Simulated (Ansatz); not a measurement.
A geometry relaxed with PBE0-D3(BJ)/def2-TZVP (Ansatz, an electronic-structure program), charge 0, multiplicity 1:

```xyz
11

H     -2.0071    -1.3327    -1.5708
H     -0.7794    -0.2044    -2.3792
H      0.9631     0.6887    -0.8258
H      0.2313     1.5330     1.4721
H     -0.9055    -1.0839     0.5683
N      0.6551     0.1071    -0.0618
C     -0.5129    -0.5753    -0.3094
C      0.8771     0.6727     1.2459
C     -1.1350    -0.7013    -1.4830
H      1.9176     0.9879     1.3389
H      0.6957    -0.0918     2.0048
```

Q: Write the SMILES of this molecule.

A: `C=CNC`
